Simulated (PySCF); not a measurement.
[ErF4]− at several levels of theory

Computed with PySCF 2.14.0 (density fitting, no spin-orbit coupling) at the geometry relaxed with PBE0:

```xyz
5
[ErF4]− (singlet in the valence; each metal's 4f electrons, 11 of them, lie in its core potential, out of spins and levels)
Er    0.0000    0.0000    0.0000
F     1.1819    1.1819    1.1819
F    -1.1819   -1.1819    1.1819
F     1.1819   -1.1819   -1.1819
F    -1.1819    1.1819   -1.1819
```

| level | basis | state | HOMO (eV) | gap (eV) | charge on Er1 (e) | population of f-type functions on Er1 (polarisation alone where 4f lies in the core) | dipole about the centre of mass (D) | largest force component (eV/Å) |
| --- | --- | --- | --- | --- | --- | --- | --- | --- |
| PBE0 | Er lcecp-1-SVP with ECP57, F def2-SVP | singlet | -5.01 | 8.96 | 1.03 | 0.08 | 0.00 | 0.00 |
| BP86 | the same | singlet | -3.05 | 6.55 | 0.78 | 0.08 | 0.00 | 0.11 |
| CAM-B3LYP | the same | singlet | -6.51 | 10.98 | 0.98 | 0.09 | 0.00 | 0.01 |

In the lcecp rows the 4f levels are missing from HOMO and gap, and the state counts the valence alone.

Charges are Mulliken's, which hang on the basis. The relaxation used the grid (50, 194), these runs (75, 302) or, all-electron (x2c bases, spin-free X2C Hamiltonian), (99, 590).

Question: What does PBE0 with Er lcecp-1-TZVP with ECP57, F def2-TZVP give here?

Answer: state singlet, HOMO (eV) -5.35, gap (eV) 9.14, charge on Er1 (e) 1.55, population of f-type functions on Er1 (polarisation alone where 4f lies in the core) 0.10, dipole about the centre of mass (D) 0.00, largest force component (eV/Å) 0.12. Time: 8.9 s on 2 threads of Intel(R) Xeon(R) Platinum 8488C (Sapphire Rapids) (shared host), from free ions and atoms.

In the first row's basis the gap widens with exact exchange: 6.6 eV for BP86 (none); 9.0 eV for PBE0 (a fixed share); 11.0 eV for CAM-B3LYP (rising or full at long range).

An lcecp potential fixes the number of 4f electrons, so in runs with it no electron can move into or out of that shell.
